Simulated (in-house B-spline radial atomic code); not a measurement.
RPA and G0W0 for the manganese ion Mn⁷⁺, [Ne] 3s2 3p6, as one setting changes: the share of exact exchange in the PBE hybrid start. A dash marks a level of low quasi-particle weight. Computed with a B-spline radial code for spherical atoms: all electrons, scalar-relativistic (spin-free one-electron X2C), finite nucleus, each spin shell either full or empty, empty states to l = 9 with an (l + 1/2)⁻⁴ tail; G0W0 by contour deformation at full frequency.

```csv
share of exact exchange in the PBE hybrid start,mean-field level (eV),G0W0 level (eV),RPA correlation (Eh)
0,-182.92,3p -195.94,-1.2725
0.1,?,?,?
0.2,-185.81,3p -196.08,-1.2397
0.3,-187.25,3p -196.14,-1.2246
0.4,-188.70,3p -196.19,-1.2101
0.5,?,?,?
0.6,-191.58,3p -196.28,-1.1831
0.7,-193.03,3p -196.32,-1.1705
0.8,-194.47,3p -196.36,-1.1583
0.9,-195.91,3p -196.39,-1.1466
1,-197.35,3p -196.42,-1.1353
```

**Question.** What belongs in the row for 0.1?

**Answer.** mean-field level (eV): -184.36; G0W0 level (eV): 3p -196.01; RPA correlation (Eh): -1.2557.

**Question.** What belongs in the row for 0.5?

**Answer.** mean-field level (eV): -190.14; G0W0 level (eV): 3p -196.24; RPA correlation (Eh): -1.1963.

**Question.** At what share of exact exchange does G0W0 leave the highest level unchanged?

**Answer.** Near 0.93, where the shift changes sign (-0.483 eV at 0.9, +0.927 eV at 1).
